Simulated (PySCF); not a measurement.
Cl3Y (SMILES [Cl][Y]([Cl])[Cl]), singlet, at a GFN2-xTB geometry (such geometries of metal compounds can be far from the true shape) (all electrons, no relativity); M062X/3-21G in PySCF.

Here is a job for PySCF.
```python
from pyscf import gto, scf, dft

mol = gto.M(
    atom='''
Y     0.232733    0.605988    0.376407
Cl    1.713069   -0.829119   -0.868297
Cl   -0.876407   -1.257959    1.423178
Cl   -1.370579    0.696870   -1.418403
''',
    basis='3-21g',
    charge=0,
    spin=0,
    verbose=5,
)

mf = dft.RKS(mol)
mf.xc = 'm062x'
mf.grids.level = 1
mf.kernel()
mf.analyze()
```

Output, abridged:

```
PySCF version 2.14.0

[INPUT] verbose = 5
[INPUT] max_memory = 4000
[INPUT] num. atoms = 4
[INPUT] num. electrons = 90
[INPUT] charge = 0
[INPUT] spin (= nelec alpha-beta = 2S) = 0
[INPUT] symmetry False subgroup None
[INPUT] Mole.unit = angstrom
[INPUT] Symbol           X                Y                Z      unit          X                Y                Z       unit  Magmom
[...]
[INPUT] ---------------- BASIS SET ----------------
[INPUT] l, kappa, [nprim/nctr], expnt,             c_1 c_2 ...
[INPUT] Cl
[...]
                                207.857           0.380363
                                45.1554           0.67819
[...]
                                13.9765           0.0511338
                                3.8871            0.991337
[...]
                                0.526955          1.18252
[...]
                                13.9765           0.458682
                                3.8871            0.601962
[...]
                                0.526955          0.822321
[...]
[INPUT] Y
[...]
                                1156.863          0.370207
                                253.7152          0.687756
[...]
                                74.20986          0.086805
                                23.51352          0.966785
[...]
                                16.45405          1.347259
                                3.4845            1.006231
[...]
                                1.050705          0.430864
                                0.392592          0.802087
[...]
                                0.057012          1.132777
[...]
                                74.20986          0.594307
                                23.51352          0.419604
[...]
                                16.45405          1.057862
                                3.4845            0.739382
[...]
                                1.050705          0.453762
                                0.392592          0.613068
[...]
                                0.057012          1.00044
[...]
                                13.53078          0.501906
                                3.944996          0.57886
[...]
                                0.630067          0.729329
[...]
nuclear repulsion = 568.709125227982
number of shells = 35
number of NR pGTOs = 162
number of NR cGTOs = 75
basis = 3-21g
ecp = {}

******** <class 'pyscf.dft.rks.RKS'> ********
method = RKS
initial guess = minao
damping factor = 0
level_shift factor = 0
[...]
converged SCF energy = -4692.01825464843
Total Energy =                       -4692.018254648427501
[...]
1 Cl 2pz        -0.00029  -0.00105  -0.00076  -0.00056  -0.00171
1 Cl 3px         0.00424  -0.00276   0.00105  -0.00699  -0.00693
1 Cl 3py         0.00665   0.00521   0.01253   0.00543   0.00599
1 Cl 3pz         0.00031  -0.01004   0.00856   0.00583   0.00455
1 Cl 4px         0.04983  -0.03662   0.16945   0.12787   0.10718
1 Cl 4py         0.04870   0.08362  -0.01473  -0.08928  -0.02138
1 Cl 4pz        -0.02419  -0.13348  -0.04003  -0.01290  -0.10704
2 Cl 1s         -0.00001   0.00005   0.00116   0.00003  -0.00010
2 Cl 2s          0.00005  -0.00031  -0.00700  -0.00013   0.00052
2 Cl 3s         -0.00037   0.00168   0.01741   0.00319  -0.01269
2 Cl 4s         -0.00079  -0.00515  -0.32531   0.01605  -0.06490
2 Cl 2px        -0.00111  -0.00041  -0.00085   0.00050   0.00171
2 Cl 2py         0.00055   0.00015  -0.00105  -0.00100   0.00214
2 Cl 2pz        -0.00034   0.00042   0.00184   0.00069  -0.00209
2 Cl 3px        -0.01038  -0.00172   0.00582   0.00246  -0.00627
2 Cl 3py         0.00377   0.00585   0.01338   0.00224  -0.01059
2 Cl 3pz        -0.00349   0.00521   0.00411  -0.00166   0.00716
2 Cl 4px        -0.14060  -0.04199  -0.05335   0.05099   0.09941
2 Cl 4py         0.06292   0.03744  -0.05106  -0.06468   0.10791
2 Cl 4pz        -0.04204   0.05197   0.15776   0.04647  -0.13136
3 Cl 1s         -0.00003  -0.00003   0.00116  -0.00010   0.00003
3 Cl 2s          0.00019   0.00019  -0.00701   0.00051  -0.00015
3 Cl 3s         -0.00113  -0.00116   0.01742  -0.01254   0.00359
3 Cl 4s          0.00224   0.00160  -0.32598  -0.06429   0.01827
3 Cl 2px        -0.00057   0.00082  -0.00142   0.00248   0.00009
3 Cl 2py        -0.00042  -0.00020   0.00116  -0.00083   0.00037
3 Cl 2pz         0.00072  -0.00051  -0.00138   0.00221  -0.00133
3 Cl 3px        -0.00665   0.00576   0.00679  -0.00924   0.00338
3 Cl 3py        -0.00613  -0.00427   0.00977   0.00152  -0.00034
3 Cl 3pz         0.00426  -0.00676   0.00952  -0.01053   0.00237
3 Cl 4px        -0.07952   0.09353  -0.09675   0.14420   0.02346
3 Cl 4py        -0.05859  -0.03121   0.11759  -0.06326   0.02893
3 Cl 4pz         0.07953  -0.07433  -0.08656   0.11604  -0.09027
 ** Mulliken pop on meta-lowdin orthogonal AOs  **
 ** Mulliken pop  **
 ** Mulliken atomic charges  **
charge of    0Y =      1.10984
charge of    1Cl =     -0.36981
charge of    2Cl =     -0.37001
charge of    3Cl =     -0.37001
Dipole moment(X, Y, Z, Debye):  2.93814,  7.64660,  4.74868
```
